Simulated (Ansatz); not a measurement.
System: C6H13, net charge 0, doublet state. It need not be the lowest isomer of its formula. SMILES: C[CH]C(C)(C)C
Coordinates optimised at B3LYP-D3(BJ)/def2-TZVP (Ansatz, an electronic-structure program):
```
C
C 1 1.5029
H 2 1.0840 1 117.10
C 2 1.4865 3 118.48 1 167.39
H 4 1.0900 2 111.41 3 9.43
H 4 1.0960 5 107.62 2 -123.44
H 4 1.1000 5 107.30 6 -113.42
C 1 1.5350 2 109.37 3 -30.75
H 8 1.0917 1 110.88 2 -62.00
H 8 1.0923 9 107.98 1 -121.63
H 8 1.0923 9 108.19 10 -116.59
C 1 1.5373 2 111.33 3 -151.57
H 12 1.0910 1 111.60 2 -61.92
H 12 1.0918 13 108.09 1 -122.29
H 12 1.0920 13 107.67 14 -116.54
C 1 1.5467 2 109.26 3 88.29
H 16 1.0914 1 111.10 2 60.33
H 16 1.0914 17 108.12 1 121.86
H 16 1.0933 17 107.95 18 116.80
```
Charge 0, spin multiplicity 2.

Parts of the frozen-core correlation energy in cc-pwCVTZ (Ansatz, hartree). Frozen orbitals: 6; correlated occupied orbitals by spin: 19 and 18; virtual: 415 and 416. UHF or UKS for open shells. No spin-orbit coupling. No relativistic terms.

```
term                            value
-------------------------  ----------
reference (HF)             -234.82062
MP2 opposite-spin            -0.81566
MP2 same-spin                -0.23256
CCSD correlation             -1.11608
(T)                          -0.04468
T1 diagnostic                   0.010
largest doubles amplitude       0.009
<S^2> of the reference          0.764
```
